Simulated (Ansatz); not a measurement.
`CCCI` and `CC[CH2][SnH3]` differ in one atom or group.

Ansatz, PBE0-D4/def2-TZVP geometries, multiplicity 1. Each molecule was computed in one conformer, which needn't be the lowest.

Elements past krypton have def2 core potentials.  Spin–orbit coupling is left out; it splits and shifts lone-pair levels of the heavy atoms by tenths of an eV.

```
                                          property  `CCCI`
size of the dipole moment (ωB97M-V/def2-TZVPP) / D    2.03
                 LUMO energy (PBE/def2-TZVPP) / eV   -1.56
                LUMO energy (PBE0/def2-TZVPP) / eV   -0.64
               HOMO–LUMO gap (PBE/def2-TZVPP) / eV    4.45
             HOMO energy (ωB97M-V/def2-TZVPP) / eV   -9.33
    size of the dipole moment (PBE/def2-TZVPP) / D    2.03
```

(1) What does the change do to each property? (Best estimate.)

Results:

(1) Computed: 
| property | `CC[CH2][SnH3]` | shift |
| --- | --- | --- |
| size of the dipole moment (ωB97M-V/def2-TZVPP) / D | 0.91 | -1.12 |
| LUMO energy (PBE/def2-TZVPP) / eV | -0.39 | 1.17 |
| LUMO energy (PBE0/def2-TZVPP) / eV | 0.35 | 0.99 |
| HOMO–LUMO gap (PBE/def2-TZVPP) / eV | 6.29 | 1.84 |
| HOMO energy (ωB97M-V/def2-TZVPP) / eV | -9.97 | -0.64 |
| size of the dipole moment (PBE/def2-TZVPP) / D | 1.03 | -1.00 |

With PBE0 the HOMO falls by 0.66 eV and the LUMO rises by 0.99 eV, so the gap widens by about 1.65 eV. PBE moves the HOMO by -0.67 eV and ωB97M-V by -0.64 eV. Dipoles are sizes alone; their direction can turn.
